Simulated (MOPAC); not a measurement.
MOPAC input (PM3):

```
PM3 PRECISE GNORM=0.05 LET XYZ GEO-OK AUX(PRECISION=9) THREADS=1
C6H7N

C    -2.31833500 1    0.59078600 1    0.05953600 1
C    -0.86022900 1    0.23165000 1    0.02338800 1
C     0.13772600 1    1.19887000 1    0.12517900 1
C     1.46850600 1    0.81439300 1    0.08627300 1
C     1.76756200 1   -0.53622900 1   -0.05434100 1
N     0.83270600 1   -1.47844700 1   -0.15346700 1
C    -0.44164800 1   -1.09116700 1   -0.11421800 1
H    -2.57769200 1    1.27178600 1   -0.75425800 1
H    -2.57927000 1    1.08922700 1    0.99588900 1
H    -2.94421700 1   -0.29667800 1   -0.03360000 1
H    -0.12818800 1    2.24409400 1    0.23396700 1
H     2.26335000 1    1.54459000 1    0.16315700 1
H     2.79825700 1   -0.87266800 1   -0.08850700 1
H    -1.18267800 1   -1.88103500 1   -0.19727800 1
```

Output:

```
 *******************************************************************************
 **                                                                           **
 **                              MOPAC v23.2.5                                **
 **                                                                           **
 *******************************************************************************
 ** MOPAC's Digital Object Identifier: https://doi.org/10.5281/zenodo.6511958 **
 **                                                                           **
 ** Please cite the open-source release paper for use of this MOPAC version:  **
 ** J. E. Moussa and J. J. P. Stewart (2026)                                  **
 ** MOPAC: An open-source semiempirical molecular orbital program             **
 ** J. Open Source Softw., 11(119), 8025, https://doi.org/10.21105/joss.08025 **
 *******************************************************************************

                              PM3 CALCULATION RESULTS

 *******************************************************************************
 *  PM3        - The PM3 Hamiltonian to be used
 *  GEO-OK     - OVERRIDE INTERATOMIC DISTANCE AND OTHER SAFETY CHECKS
 *  LET        - OVERRIDE SOME SAFETY CHECKS
 *  PRECISE    - TIGHTER CRITERIA TO BE USED
 *  XYZ        - CARTESIAN COORDINATE SYSTEM TO BE USED
 *  GNORM      - EXIT WHEN GRADIENT NORM DROPS BELOW 0.050
 *  AUX        - OUTPUT AUXILIARY INFORMATION
 *******************************************************************************
PM3 PRECISE GNORM=0.05 LET XYZ GEO-OK AUX(PRECISION=9) THREADS=1
 C6H7N

   ATOM   CHEMICAL          X               Y               Z
  NUMBER   SYMBOL      (ANGSTROMS)     (ANGSTROMS)     (ANGSTROMS)

     1       C         -2.31833500  *   0.59078600  *   0.05953600  *
     2       C         -0.86022900  *   0.23165000  *   0.02338800  *
     3       C          0.13772600  *   1.19887000  *   0.12517900  *
     4       C          1.46850600  *   0.81439300  *   0.08627300  *
     5       C          1.76756200  *  -0.53622900  *  -0.05434100  *
     6       N          0.83270600  *  -1.47844700  *  -0.15346700  *
     7       C         -0.44164800  *  -1.09116700  *  -0.11421800  *
     8       H         -2.57769200  *   1.27178600  *  -0.75425800  *
     9       H         -2.57927000  *   1.08922700  *   0.99588900  *
    10       H         -2.94421700  *  -0.29667800  *  -0.03360000  *
    11       H         -0.12818800  *   2.24409400  *   0.23396700  *
    12       H          2.26335000  *   1.54459000  *   0.16315700  *
    13       H          2.79825700  *  -0.87266800  *  -0.08850700  *
    14       H         -1.18267800  *  -1.88103500  *  -0.19727800  *

          CARTESIAN COORDINATES

    NO.       ATOM           X           Y           Z

     1         C         -2.3183      0.5908      0.0595
     2         C         -0.8602      0.2316      0.0234
     3         C          0.1377      1.1989      0.1252
     4         C          1.4685      0.8144      0.0863
     5         C          1.7676     -0.5362     -0.0543
     6         N          0.8327     -1.4784     -0.1535
     7         C         -0.4416     -1.0912     -0.1142
     8         H         -2.5777      1.2718     -0.7543
     9         H         -2.5793      1.0892      0.9959
    10         H         -2.9442     -0.2967     -0.0336
    11         H         -0.1282      2.2441      0.2340
    12         H          2.2633      1.5446      0.1632
    13         H          2.7983     -0.8727     -0.0885
    14         H         -1.1827     -1.8810     -0.1973

  H: (PM3): J. J. P. STEWART, J. COMP. CHEM. 10, 209 (1989).
  C: (PM3): J. J. P. STEWART, J. COMP. CHEM. 10, 209 (1989).
  N: (PM3): J. J. P. STEWART, J. COMP. CHEM. 10, 209 (1989).

           Empirical Formula: C6 H7 N  =    14 atoms

      MOLECULAR POINT GROUP   :   Cs

      RHF CALCULATION, NO. OF DOUBLY OCCUPIED LEVELS = 18

          Geometry optimization using EF

          DIAGONAL MATRIX USED AS START HESSIAN

 CYCLE:     1  GRAD.:    68.205 HEAT:  22.68125
 CYCLE:     2  GRAD.:   326.143 HEAT:  47.08669
 CYCLE:     3  GRAD.:   115.704 HEAT:  25.70887
 CYCLE:     4  GRAD.:   369.597 HEAT:  47.86305
 CYCLE:     5  GRAD.:   228.376 HEAT:  34.00979
 CYCLE:     6  GRAD.:   300.823 HEAT:  37.73582
 CYCLE:     7  GRAD.:   254.621 HEAT:  37.09409
 CYCLE:     8  GRAD.:   219.367 HEAT:  33.11010
 CYCLE:     9  GRAD.:   269.367 HEAT:  36.87083
 CYCLE:    10  GRAD.:   389.801 HEAT:  42.92820
 CYCLE:    11  GRAD.:   204.472 HEAT:  31.53557
 CYCLE:    12  GRAD.:   267.154 HEAT:  36.04791
 CYCLE:    13  GRAD.:   299.319 HEAT:  40.60059
 CYCLE:    14  GRAD.:   172.038 HEAT:  28.19405
 CYCLE:    15  GRAD.:   231.198 HEAT:  36.02691
 CYCLE:    16  GRAD.:   200.760 HEAT:  30.82768
 CYCLE:    17  GRAD.:   269.471 HEAT:  35.75245
 CYCLE:    18  GRAD.:   191.420 HEAT:  31.05459
 CYCLE:    19  GRAD.:   250.248 HEAT:  34.82062
 CYCLE:    20  GRAD.:    44.050 HEAT:  21.40870
 CYCLE:    21  GRAD.:    83.777 HEAT:  23.56549
 CYCLE:    22  GRAD.:    30.247 HEAT:  21.05976
 CYCLE:    23  GRAD.:   104.421 HEAT:  25.00575
 CYCLE:    24  GRAD.:    23.877 HEAT:  20.92046
 CYCLE:    25  GRAD.:   130.009 HEAT:  26.01773
 CYCLE:    26  GRAD.:     9.369 HEAT:  20.78575
 CYCLE:    27  GRAD.:    15.444 HEAT:  20.86386
 CYCLE:    28  GRAD.:     2.967 HEAT:  20.75106
 CYCLE:    29  GRAD.:    14.520 HEAT:  20.81068
 CYCLE:    30  GRAD.:     1.938 HEAT:  20.74966
 CYCLE:    31  GRAD.:     3.248 HEAT:  20.75501
 CYCLE:    32  GRAD.:     0.351 HEAT:  20.74745
 CYCLE:    33  GRAD.:     0.325 HEAT:  20.74730
 CYCLE:    34  GRAD.:     0.468 HEAT:  20.74708
 CYCLE:    35  GRAD.:     0.307 HEAT:  20.74697
 CYCLE:    36  GRAD.:     0.045 HEAT:  20.74687

     GRADIENT =  0.04527 IS LESS THAN CUTOFF =  0.05000

 -------------------------------------------------------------------------------
 PM3 PRECISE GNORM=0.05 LET XYZ GEO-OK AUX(PRECISION=9) THREADS=1
 C6H7N

     GEOMETRY OPTIMISED USING EIGENVECTOR FOLLOWING (EF).
     SCF FIELD WAS ACHIEVED

                              PM3 CALCULATION
                                                       MOPAC v23.2.5 Linux

          FINAL HEAT OF FORMATION =         20.74687 KCAL/MOL =      86.80490 KJ/MOL

          COSMO AREA              =        133.96 SQUARE ANGSTROMS
          COSMO VOLUME            =        124.62 CUBIC ANGSTROMS

          GRADIENT NORM           =          0.04527          =       0.01210 PER ATOM
          IONIZATION POTENTIAL    =          9.811153 EV
          HOMO LUMO ENERGIES (EV) =         -9.811 -0.009
          NO. OF FILLED LEVELS    =         18
          MOLECULAR WEIGHT        =         93.1280         POINT GROUP:  Cs

          MOLECULAR DIMENSIONS (Angstroms)

            Atom       Atom       Distance
            H    13    H     8     5.82850
            H    14    H    12     4.55351
            H     9    H    13     1.74753

          SCF CALCULATIONS        =         37

   ATOM   CHEMICAL          X               Y               Z
  NUMBER   SYMBOL      (ANGSTROMS)     (ANGSTROMS)     (ANGSTROMS)

     1       C         -2.29865243  *   0.59434441  *   0.05993710  *
     2       C         -0.86388674  *   0.22038842  *   0.02223611  *
     3       C          0.12673877  *   1.19979029  *   0.12524861  *
     4       C          1.46484982  *   0.82540951  *   0.08740073  *
     5       C          1.78952639  *  -0.52462113  *  -0.05307347  *
     6       N          0.83094933  *  -1.47320640  *  -0.15292975  *
     7       C         -0.47254470  *  -1.11630217  *  -0.11689964  *
     8       H         -2.54486173  *   1.28353790  *  -0.75909526  *
     9       H         -2.54644004  *   1.09973298  *   1.00312054  *
    10       H         -2.95690450  *  -0.27972156  *  -0.03185676  *
    11       H         -0.15402681  *   2.25292629  *   0.23485560  *
    12       H          2.25605043  *   1.57725807  *   0.16656567  *
    13       H          2.82365370  *  -0.88498449  *  -0.08976703  *
    14       H         -1.19529413  *  -1.93688692  *  -0.20311546  *

                             CARTESIAN COORDINATES

   1    C       -2.298652431     0.594344406     0.059937102
   2    C       -0.863886743     0.220388421     0.022236106
   3    C        0.126738768     1.199790289     0.125248611
   4    C        1.464849818     0.825409514     0.087400731
   5    C        1.789526391    -0.524621132    -0.053073470
   6    N        0.830949333    -1.473206395    -0.152929753
   7    C       -0.472544701    -1.116302169    -0.116899637
   8    H       -2.544861734     1.283537902    -0.759095258
   9    H       -2.546440042     1.099732978     1.003120539
  10    H       -2.956904504    -0.279721560    -0.031856759
  11    H       -0.154026806     2.252926293     0.234855604
  12    H        2.256050428     1.577258073     0.166565667
  13    H        2.823653700    -0.884984492    -0.089767030
  14    H       -1.195294133    -1.936886922    -0.203115461

           Empirical Formula: C6 H7 N  =    14 atoms

      MOLECULAR POINT GROUP   :   Cs

                  EIGENVALUES
 -39.48697 -32.43955 -29.27307 -26.06730 -21.97509 -20.87213 -17.95591 -17.45867
 -15.55265 -14.90325 -14.79682 -13.99053 -13.45430 -13.29021 -12.96175 -10.44146
 -10.15054  -9.81115  -0.00884   0.06363   2.53108   2.83054   2.98173   3.16311
   3.42507   3.71490   3.94247   4.08842   4.25883   4.65559   4.78070   4.95137
   5.10010   5.69310   6.88542

              NET ATOMIC CHARGES AND DIPOLE CONTRIBUTIONS

  ATOM NO.   TYPE          CHARGE      No. of ELECS.   s-Pop       p-Pop
    1          C          -0.059384        4.0594     1.12210     2.93729
    2          C          -0.121029        4.1210     1.18809     2.93294
    3          C          -0.070989        4.0710     1.17818     2.89281
    4          C          -0.145168        4.1452     1.18566     2.95951
    5          C          -0.069368        4.0694     1.20533     2.86403
    6          N          -0.075166        5.0752     1.61378     3.46139
    7          C          -0.063516        4.0635     1.20512     2.85840
    8          H           0.048560        0.9514     0.95144
    9          H           0.048562        0.9514     0.95144
   10          H           0.046952        0.9530     0.95305
   11          H           0.108972        0.8910     0.89103
   12          H           0.113317        0.8867     0.88668
   13          H           0.117996        0.8820     0.88200
   14          H           0.120261        0.8797     0.87974
 DIPOLE           X         Y         Z       TOTAL
 POINT-CHG.    -0.456     0.675     0.070     0.818
 HYBRID        -0.312     1.271     0.132     1.316
 SUM           -0.768     1.946     0.202     2.102

          ATOMIC ORBITAL ELECTRON POPULATIONS

     Atom    s        px        py        pz
    1  C   1.12210   0.91837   1.00976   1.00915
    2  C   1.18809   0.96612   0.95348   1.01334
    3  C   1.17818   0.93629   0.97981   0.97671
    4  C   1.18566   0.96758   0.97141   1.02051
    5  C   1.20533   0.98503   0.91667   0.96233
    6  N   1.61378   0.99436   1.38681   1.08023
    7  C   1.20512   0.95628   0.93735   0.96476
    8  H   0.95144
    9  H   0.95144
   10  H   0.95305
   11  H   0.89103
   12  H   0.88668
   13  H   0.88200
   14  H   0.87974

 **********************
 *                    *
 * JOB ENDED NORMALLY *
 *                    *
 **********************

 == MOPAC DONE ==
```

The geometry given is a B3LYP-D3(BJ)/def2-TZVP minimum.
